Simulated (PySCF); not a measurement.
Work out the structure from these simulated measurements.

Elements present: C, H, O and S. Monoisotopic mass: 170.0402 u.

| Quantity | Value |
| --- | --- |
| 13C NMR | chemical shifts (computed TMS as zero) by class: 150.6 (1 C), 138.7 (1 C), 134.5 (2 C), 133.2 (2 C), 60.7 (1 C), 6.2 (1 C) ppm [GIAO PBE0/pcSseg-1] |
| 1H NMR | chemical shifts (computed TMS as zero) by class: 8.14 (2 H), 7.89 (1 H), 7.85 (2 H), 2.50 (2 H), 1.66 (3 H) ppm [GIAO PBE0/pcSseg-1] |
| Rotational structure | rotational constants A, B, C: 2.179, 0.619, 0.585 GHz [GFN2-xTB] |
| NMR, other nuclei | isotropic shieldings of nuclei other than C and H, by class: 157 (2 O), 205 (1 S) ppm [GIAO PBE0/pcSseg-1] |
| Dipole | 4.96 D [PBE0/pcSseg-1] |

Gas-phase values; electronic properties from PySCF, density fitting. Levels stand in brackets. Geometry: GFN2-xTB, one conformer, isolated molecule. NMR values are class means; diastereotopic atoms form classes of their own.

Question: Which formula fits the mass and the elements?

Answer: C8H10O2S (calculated 170.0402). No other formula that holds each of these elements comes within 0.0003 u with a fitting electron parity and a possible valence count.

Question: Propose a structure and show how it fits.

Answer: Numbering: `[CH3:1][CH2:2][S:3](=[O:4])(=[O:5])[c:6]1[cH:7][cH:8][cH:9][cH:10][cH:11]1`. 8 carbons fall into 6 classes; from least to most shielded: substituted aromatic carbon [C6] (150.6 ppm), aromatic CH carbon [C9] (138.7 ppm), aromatic CH carbon [C8/C10] (134.5 ppm, 2 C), aromatic CH carbon [C7/C11] (133.2 ppm, 2 C), chain sp3 carbon bound to sulfur [C2] (60.7 ppm), methyl carbon [C1] (6.2 ppm). Hydrogen classes from least to most shielded: 2 H on the ortho carbons, C7/C11 (8.14 ppm), 1 H on the para carbon, C9 (7.89 ppm), 2 H on the meta carbons, C8/C10 (7.85 ppm), 2 H on an sp3 carbon bound to sulfur, C2 (2.50 ppm), 3 H on a methyl carbon, C1 (1.66 ppm, a mean of values up to 0.6 ppm apart in this geometry). The other shieldings belong to: 157 ppm, sulfonyl oxygen [O4/O5]; 205 ppm, sulfonyl sulfur [S3]. The optimised geometry has point group Cs and is an asymmetric top. Structure: `CCS(=O)(=O)c1ccccc1`. Computed isomers that give other values at the same levels: `CS(=O)(=O)Cc1ccccc1` (13C chemical shifts (computed TMS as zero) by class: 137.0 (2 C), 135.6 (1 C), 134.6 (1 C), 134.6 (2 C), 69.5 (1 C), 44.2 (1 C) ppm); `O=S1(=O)C=CC(C2CCC2)=C1` (13C chemical shifts (computed TMS as zero) by class: 154.9 (1 C), 144.4 (1 C), 134.6 (1 C), 132.7 (1 C), 35.9 (1 C), 27.2 (2 C), 17.3 (1 C) ppm); `CS(=O)(=O)C1=CCC=CC=C1` (13C chemical shifts (computed TMS as zero) by class: 146.3 (1 C), 140.1 (1 C), 133.7 (1 C), 131.9 (1 C), 127.7 (1 C), 124.7 (1 C), 49.7 (1 C), 30.9 (1 C) ppm). The assignments are read from this structure; whether some other isomer fits the data as well wasn't checked.

Shape of the structure used: `[CH3:1][CH2:2][S:3](=[O:4])(=[O:5])[c:6]1[cH:7][cH:8][cH:9][cH:10][cH:11]1`: C1–C2–S3–O4 65°, C2–S3–C6–C7 89°.
